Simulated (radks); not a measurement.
Values are calculated unless marked as measured or tabulated.
Removal energies from the titanium ion Ti12+, [Ne], by Delta-SCF beside the eigenvalue of the level emptied. Code: a radial shooting solver on a logarithmic mesh with Libxc functionals. Model: scalar-relativistic Kohn-Sham, PBEsol, spin-polarised, spherical densities, finite nucleus; Fermi nuclear charge, rms radius of each element as measured or else 0.836 A^(1/3) + 0.57 fm. Open shells are filled with parallel spins first.

removed from  final configuration  Delta-SCF (eV)  -eigenvalue (eV)
2p                   [He] 2s2 2p5          789.07            751.86
2s                   [He] 2s1 2p6          874.18            841.17
1s                    1s1 2s2 2p6          5311.9            5190.3
